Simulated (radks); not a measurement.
Species: Bi4+. Configuration: [Xe] 4f14 5d10 6s1 (the NIST ground configuration). All-electron calculation, scalar-relativistic Kohn-Sham, r2SCAN, spin-unpolarised, spherical densities, finite nucleus; meta-GGA in the generalised Kohn-Sham scheme; Fermi nuclear charge, rms radius 5.5211 fm. Program: a radial shooting solver on a logarithmic mesh with Libxc functionals. Some entries of the table are withheld. Estimate them.

orbital,occ.,eigenvalue (hartree),<r> (bohr)
1s,2,(1),0.01580
2s,2,-601.7342,0.06648
2p,6,-515.0057,(2)
3s,2,-146.8518,0.1715
3p,6,-121.9682,0.1736
3d,10,-96.88535,0.1575
4s,2,-35.14011,0.3770
4p,6,-26.95231,0.4022
4d,10,-17.53400,0.4223
5s,2,-7.41109,0.8336
4f,14,(3),(4)
5p,6,-5.11381,0.9478
5d,10,-2.50506,1.202
6s,1,-1.85964,1.943

Answer. 
(1) 1s eigenvalue (hartree): -3335.711
(2) 2p <r> (bohr): 0.06055
(3) 4f eigenvalue (hartree): -7.18335
(4) 4f <r> (bohr): 0.4410
